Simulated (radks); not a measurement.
Trend from Zn2+ to Hg2+: ionisation energy by Delta-SCF between NIST ground configurations, and size. All-electron calculation, Dirac Kohn-Sham, BLYP, spin-unpolarised, spherical densities, finite nucleus; open shells are shared between the two j in proportion to 2j + 1; Fermi nuclear charge, rms radius of each element as measured or else 0.836 A^(1/3) + 0.57 fm. Program: a radial shooting solver on a logarithmic mesh with Libxc functionals.

species,configuration,IE (eV),NIST (eV),kind,-e(HOMO) (eV),outermost,<r> outermost (bohr)
Zn2+,[Ar] 3d10,40.544,39.723,exp.,30.740 (3d5/2),3d5/2,0.885
Cd2+,[Kr] 4d10,37.895,37.47,exp.,30.059 (4d5/2),4d5/2,1.26
Hg2+,[Xe] 4f14 5d10,35.402,34.49,exp.,27.907 (5d5/2),5d5/2,1.47

Reference values: NIST Atomic Spectra Database (exp. = measured, semi-emp. = semi-empirical, theory = theoretical value adopted there). Spin polarisation and multiplet splitting are left out, so open shells lie too high by an amount that depends on their filling. Sharing an open shell by 2j + 1 raises it above the true ground level by a part of the spin-orbit splitting, which enters the differences from NIST.

Beside tabulated values, note that spin-unpolarised runs miss the spin-polarisation part of the exchange energy of open shells.
